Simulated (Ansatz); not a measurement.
Consider the redistribution: `[OH][In]([OH])[F]` + `[OH][Ta]([F])([F])([F])[F]` → `[OH][In]([F])[F]` + `[OH][Ta]([OH])([F])([F])[F]`.

Gas-phase electronic energies from Ansatz, PBE0-D4/def2-TZVP geometries. CCSD(T)/CBS is the MP2 limit (def2-TZVPP, def2-QZVPP) plus CCSD(T) − MP2 in def2-TZVPP, frozen cores. Functionals use def2-TZVPP. B3LYP here is the variant with VWN-RPA as its local correlation; programs differ in this. HSE06 is defined as in plane-wave codes. def2 core potentials past Kr. For In, Ta outer-core shells are correlated without core-valence functions, which leaves a few kJ/mol of doubt a bond. Each species was taken in one conformer, which may not be the lowest.

`[OH][In]([OH])[F]`:

Z-matrix (Å, degrees):
```
In
O 1 1.958
F 1 1.941 2 117.6
O 1 1.967 2 126.7 3 -180.0
H 2 0.961 1 112.0 3 180.0
H 4 0.962 1 111.4 2 180.0
```

`[OH][Ta]([F])([F])([F])[F]`:

Cartesian coordinates in Å:
```
O 0.061 1.452 -0.346
Ta -0.012 -0.364 0.090
F -1.361 -0.665 -1.152
F -0.446 0.012 1.856
F 1.764 -0.615 -0.388
F -0.093 -2.196 0.522
H 0.086 2.375 -0.582
```

`[OH][In]([F])[F]`:

Cartesian coordinates in Å:
```
O 0.270 0.971 1.146
In 0.014 -0.100 -0.468
F 0.479 0.513 -2.229
F -0.741 -1.879 -0.380
H -0.021 0.496 1.931
```

`[OH][Ta]([OH])([F])([F])[F]`:

```xyz
8

O    -1.087    0.609   -1.149
Ta   -0.176    0.147    0.432
O     1.189   -0.805   -0.449
F    -1.447    1.054    1.486
F     1.085    1.374    1.069
F    -0.723   -1.423    1.291
H    -0.810    0.360   -2.033
H     1.969   -1.316   -0.647
```

| level | ΔE (kcal/mol) | difference from CCSD(T)/CBS |
| --- | --- | --- |
| BLYP-D4 | 3.0 | 0.5 |
| r2SCAN-D4 | 2.8 | 0.3 |
| PBE0-D4 | 2.5 | 0.0 |
| B3LYP-D4 | 2.5 | 0.0 |
| HSE06-D4 | 2.6 | 0.1 |
| ωB97M-V | 2.4 | -0.1 |
| B2PLYP | 2.7 | 0.2 |
| PBE-QIDH | 2.4 | -0.1 |
| B3LYP | 2.6 | 0.1 |
| r2SCANh | 2.6 | 0.1 |
| BHLYP | 1.8 | -0.7 |
| CAM-B3LYP | 2.5 | 0.0 |
| HF/def2-SVP | -0.6 | -3.1 |
| MP2/def2-TZVPP | 2.9 | 0.4 |
| CCSD(T)/def2-TZVPP | 2.7 | 0.2 |
| MP2/def2-QZVPP | 2.7 | 0.2 |
| CCSD(T)/CBS | 2.5 | 0 |

Largest T1 diagnostic among the species: 0.018.

From BLYP to BHLYP (50 % exact exchange), in def2-TZVPP and without D4, ΔE moves by −1.3 kcal/mol. At CCSD(T), def2-SVP lies −1.3 kcal/mol from the extrapolated value and def2-TZVPP +0.2 kcal/mol. Leaving LDA and LC-ωPBE aside and taking each functional with its dispersion term where it has one, the values, not all of them listed here, spread over 1.5 kcal/mol, from BHLYP-D4 to PBE-D4.
